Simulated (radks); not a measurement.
Initial-state core-level shifts of the tellurium ion Te2+ when its valence configuration changes from [Kr] 4d10 5s2 5p2. Method: scalar-relativistic Kohn-Sham, SCAN, spin-unpolarised, spherical densities, finite nucleus; meta-GGA in the generalised Kohn-Sham scheme; Fermi nuclear charge, rms radius 4.7423 fm; computed with a radial shooting solver on a logarithmic mesh with Libxc functionals. Shifts are changes of the shell-averaged eigenvalues in eV (positive: less bound); the change of the density at the nucleus, which sets a Mossbauer isomer shift, is in e/bohr^3, on a base of 2.349e+05.

[
 {"valence": "4d8 5s2 5p4", "2p": "-20.301", "3s": "-19.314", "3d": "-19.531", "4p": "-15.234", "density at nucleus": "+49.21"},
 {"valence": "4d9 5s2 5p3", "2p": "-10.024", "3s": "-9.575", "3d": "-9.674", "4p": "-7.659", "density at nucleus": "+23.78"},
 {"valence": "4d10 5p4", "2p": "-2.812", "3s": "-2.883", "3d": "-2.869", "4p": "-2.831", "density at nucleus": "-133.13"},
 {"valence": "4d7 5s2 5p5", "2p": "-30.826", "3s": "-29.215", "3d": "-29.560", "4p": "-22.731", "density at nucleus": "+75.83"},
 {"valence": "4d10 5s1 5p3", "2p": "-1.430", "3s": "-1.463", "3d": "-1.456", "4p": "-1.435", "density at nucleus": "-65.52"},
 {"valence": "4d9 5p5", "2p": "-12.728", "3s": "-12.349", "3d": "-12.435", "4p": "-10.347", "density at nucleus": "-120.55"},
 {"valence": "4d9 5s1 5p4", "2p": "-11.392", "3s": "-10.977", "3d": "-11.069", "4p": "-9.018", "density at nucleus": "-47.72"},
 {"valence": "4d10 5s1.5 5p2.5", "2p": "-0.723", "3s": "-0.738", "3d": "-0.735", "4p": "-0.723", "density at nucleus": "-32.34"},
 {"valence": "4d7 5s1 5p6", "2p": "-32.087", "3s": "-30.512", "3d": "-30.852", "4p": "-23.961", "density at nucleus": "-7.54"}
]
